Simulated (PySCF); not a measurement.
Species: C5H9NSSi.
Structure used (GFN2-xTB), in Å, numbered top down from 1:
```xyz
17
C5H9NSSi angstrom
C      2.944    0.082    0.273
S      1.607   -0.195    1.470
C      0.200   -0.322    0.326
C     -0.273    1.016   -0.274
C     -1.783    0.933    0.037
Si    -1.514   -0.603    1.147
C     -2.360   -2.160    0.563
N     -2.888   -3.109    0.197
H      3.016   -0.774   -0.393
H      2.749    0.991   -0.288
H      3.861    0.186    0.845
H      0.481   -1.055   -0.431
H     -0.053    1.112   -1.337
H      0.188    1.852    0.250
H     -2.377    0.746   -0.856
H     -2.179    1.828    0.511
H     -1.625   -0.515    2.597
```

NICS = −σ at a ghost point: NICS(0) at the centroid of the ring atoms, NICS(1) 1 Å to either side along the normal of their mean plane, zz for the tensor component along that normal. Level: GIAO PBE0/pcSseg-1 (PySCF, non-relativistic, gas phase) on the GFN2-xTB geometry, one conformer.

Ring bond lengths (Å), with Mayer bond orders in brackets: C3–C4 1.541 (0.94), C4–C5 1.544 (1.01), C5–Si6 1.915 (0.95), Si6–C3 1.921 (0.86).

Task: What do the NICS probes read (ppm)?

Result: 
```tsv
ring	type	NICS(0)	NICS(1), two faces	NICS(1)zz, two faces	rms pucker (Å)	centre to ring atoms, mean (Å)
C3–C4–C5–Si6	4-membered ring with Si; formal bonds all single	0.8	-0.4 / -1.0	5.3 / 4.8	0.07	1.22
```

Task: What can be read from them?

Result: 
- C3–C4–C5–Si6: mean NICS(1)zz 5.0 ppm, deshielded. C3, C4, C5, Si6 have four or more neighbours, and the NICS criterion for π rings isn't applied.

Task: Give the inner angles of the rings and the Hirshfeld charges of the ring atoms.

Result: 
- C3–C4–C5–Si6: C3 91.1° (-0.117 e), C4 100.1° (-0.076 e), C5 91.3° (-0.153 e), Si6 76.1° (+0.415 e); sum 358.6° against 360° for a flat convex ring.

Task: How shielded are the nuclei of the rings and their hydrogens (means over atoms taken as equivalent)?

Result: 
```csv
atoms,environment,σ isotropic (ppm),"principal values of the symmetric part, first atom (ppm)"
C3,sp3 carbon bound to sulfur,147.8,"125.7, 155.8, 161.9"
C4,four-membered-ring carbon,151.6,"122.4, 151.9, 180.5"
C5,sp3 carbon bound to silicon,175.1,"155.1, 177.0, 193.4"
Si6,SiH silicon,383.9,"335.3, 392.1, 424.2"
H12,methine hydrogen,28.78,"24.6, 29.5, 32.3"
H13,methylene hydrogen,28.71,"24.1, 28.0, 33.9"
H14,methylene hydrogen,29.48,"25.0, 30.4, 33.1"
H15,methylene hydrogen,29.86,"26.5, 27.2, 36.0"
H16,methylene hydrogen,30.04,"25.5, 27.4, 37.2"
H17,Si–H hydrogen,26.82,"23.6, 25.6, 31.3"
```
